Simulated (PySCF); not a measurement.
Input of a response calculation (the driver script's job line, then coordinates in Å):

```
{"job": {"kind": "uv", "xc": "CAM-B3LYP", "basis": "def2-SVPD", "ip": true}, "charge": 0, "multiplicity": 1}
F     -1.404679     0.113972    -0.556881
B     -0.689858     0.383765     0.519379
O      0.581449     0.773023     0.362695
B      1.861558     1.047751     0.119501
Cl     3.042554    -0.252109     0.092454
H     -1.186033     0.291881     1.611126
H      2.223470     2.178121    -0.072709
```

Its output, with some lines taken out ([cut]):

```
coarse grid: 7208 points
cycle   1  E = -685.8109795348  dE =  6.059e-01  |g| = 7.142e-01  |ddm| = 3.474e+00
cycle   2  E = -685.7771754341  dE =  3.380e-02  |g| = 8.921e-01  |ddm| = 1.564e+00
cycle   3  E = -685.9110399207  dE = -1.339e-01  |g| = 5.637e-02  |ddm| = 7.299e-01
cycle   4  E = -685.9116628539  dE = -6.229e-04  |g| = 3.342e-02  |ddm| = 1.326e-01
cycle   5  E = -685.9119026469  dE = -2.398e-04  |g| = 9.786e-03  |ddm| = 3.981e-02
cycle   6  E = -685.9119184848  dE = -1.584e-05  |g| = 2.563e-03  |ddm| = 1.150e-02
cycle   7  E = -685.9119197731  dE = -1.288e-06  |g| = 5.485e-04  |ddm| = 3.689e-03
final grid: 67720 points
cycle   8  E = -685.9967822131  dE = -2.706e-05  |g| = 1.407e-03  |ddm| = 5.267e-02
cycle   9  E = -685.9967824839  dE = -2.708e-07  |g| = 9.771e-04  |ddm| = 4.317e-03
cycle  10  E = -685.9967826507  dE = -1.668e-07  |g| = 3.447e-04  |ddm| = 1.181e-03
cycle  11  E = -685.9967826696  dE = -1.886e-08  |g| = 8.937e-05  |ddm| = 3.624e-04
cycle  12  E = -685.9967826714  dE = -1.842e-09  |g| = 2.393e-05  |ddm| = 1.293e-04
cycle  13  E = -685.9967826715  dE = -9.754e-11  |g| = 9.268e-06  |ddm| = 3.002e-05
converged SCF energy = -685.9967826715

[cut]

Singlet excitations
state   eV       nm        f      main configurations
  1   6.7622    183.3   0.00316   H->L 0.96
  2   7.4241    167.0   0.00263   H-2->L 0.95
  3   7.8404    158.1   0.15740   H-1->L 0.92
  4   8.2682    150.0   0.02877   H-1->L+1 0.38, H-3->L+1 0.35, H->L+1 0.15
  5   8.6414    143.5   0.00028   H->L+1 0.51, H->L+2 0.17, H-1->L+1 0.09
  6   8.8244    140.5   0.02066   H->L+2 0.57, H->L+1 0.18, H-1->L+1 0.11
  7   9.0411    137.1   0.32142   H-2->L+1 0.82
  8   9.1317    135.8   0.05753   H-1->L+2 0.30, H-3->L+1 0.22, H-1->L+1 0.17
[cut]
[cut]

Triplet excitations (Tamm-Dancoff, eV): 6.3399 6.8191 7.0836 7.4863
[cut]
```

Method used: TDDFT CAM-B3LYP/def2-SVPD, vertical, gas phase, core orbitals frozen in the response (PySCF 2.14.0, density-fitted response routines). Isolated species at its PBE0-D3(BJ)/def2-SVP geometry, gas phase.

Problem. What stood in the cut lines?

Solution. 
```
Static polarisability (au): isotropic 46.529, principal 38.022 42.626 58.940
  9   9.1964    134.8   0.03624   H-1->L+2 0.47, H-3->L+1 0.21, H-4->L+1 0.11
 10   9.3968    131.9   0.06903   H-3->L 0.63, H-2->L+2 0.14, H->L+4 0.10
Vertical ionisation energy (delta-SCF) = 11.9693 eV
```

Problem. What is the gap between the lowest singlet and the lowest triplet?

Solution. 6.7622 − 6.3399 = 0.4223 eV (full response against Tamm–Dancoff).

Problem. Give the energy of state 3 in hartree, cm⁻¹ and kJ/mol.

Solution. 0.28813 hartree, 63237 cm⁻¹, 756.5 kJ/mol.

Problem. Which orbital energies lie behind H and L?

Solution. HOMO -10.71 eV and LUMO 0.15 eV, a gap of 10.85 eV; state 1 differs from that by -4.09 eV.

Problem. Which species is it?

Solution. `FBOBCl` (B2ClFH2O), point group C1.

The SCF starts on a coarse grid; the energy jumps when the final grid takes over, and dE counts afresh there. H and L stand for HOMO and LUMO.
